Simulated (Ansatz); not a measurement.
System: C3H3O2, net charge 0, doublet state. It need not be the lowest isomer of its formula. SMILES: CC(=O)[C]=O
Geometry from a B3LYP-D3(BJ)/def2-TZVP (Ansatz, a quantum-chemistry and plane-wave program) optimisation:
```xyz
8

C      0.6562    -0.3969    -0.5285
O      1.4542    -0.8963    -1.1982
C     -0.2287     0.2370     0.3420
O      0.2763     0.8065     1.3337
C     -1.6994     0.1876     0.0257
H     -1.9061    -0.3657    -0.8920
H     -2.2286    -0.2875     0.8537
H     -2.0780     1.2058    -0.0806
```
Charge 0, spin multiplicity 2.

Quantity: atomisation energy (electronic, to ground-state atoms), in kcal/mol. Cores are frozen in the correlated levels unless marked. UHF or UKS for open shells. No spin-orbit coupling. No relativistic terms. The coupled-cluster limit lacks core correlation, which all-electron functionals hold. Basis-set limits of correlation are two-point, X^-3; Hartree-Fock from the larger set. [CCSD(T)-MP2]/basis is that difference in the basis named.

| level | program | atomisation energy (kcal/mol) |
|---|---|---|
| HF/6-31G | Ansatz | 500.6 |
| r2SCAN-D3(BJ)/def2-TZVPD | Ansatz + dftd3 | 855.2 |

Task: Predict the RI-MP2/CBS(cc-pVTZ,cc-pVQZ)+[CCSD(T)-MP2]/cc-pVTZ result (Ansatz).

Result: 838.7 kcal/mol
